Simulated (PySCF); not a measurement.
PBE0 on Nb²⁴⁺ (niobium, charge +24)

Configuration: [Ne] 3s2 3p5, 2P determinant. Calculation: PySCF 2.14, in an even-tempered Gaussian basis (18 s from 2.7 bohr⁻², ratio 2.5; 12 p from 3.5 bohr⁻², ratio 2.5; 5 d from 18 bohr⁻², ratio 2.7; 4 f from 27 bohr⁻², ratio 2.7); the spin-free X2C one-electron Hamiltonian (Gaussian nucleus).

```
Total energy                                                  : -3449.47 hartree
One-electron energy                                           : -4042.20 hartree
Hartree (Coulomb) energy                                      : 677.87 hartree
Exchange-correlation energy                                   : -85.14 hartree
⟨S²⟩                                                          : 0.7504
⟨L²⟩                                                          : 2.002
Sum of ⟨r⟩                                                    : 3.919 bohr
Sum of ⟨r²⟩                                                   : 1.411 bohr²
Traceless quadrupole moment −½Σ⟨3z² − r²⟩ along its main axis : 0.0678 e·bohr²
```

| shell | electrons | mean orbital energy (hartree) | spread (hartree) | rms radius, mean of both spins (bohr) |
| --- | --- | --- | --- | --- |
| 1s α | 1 | -732.17414 | 0 | 0.0415 |
| 1s β | 1 | -732.10306 | 0 | 0.0415 |
| 2s α | 1 | -136.00302 | 0 | 0.169 |
| 2s β | 1 | -135.95202 | 0 | 0.169 |
| 2p α | 3 | -125.76948 | 0.17875 | 0.150 |
| 2p β | 3 | -125.68693 | 0.02492 | 0.150 |
| 3s α | 1 | -48.38049 | 0 | 0.421 |
| 3s β | 1 | -48.11369 | 0 | 0.421 |
| 3p α | 3 | -44.98981 | 0.28219 | 0.415 |
| 3p β | 2 | -44.79697 | 0 | 0.415 |

Spin-orbit coupling, absent here, splits the open shell strongly.

Densities and radii are taken from the X2C orbitals without a picture-change correction, which distorts them close to the nucleus.
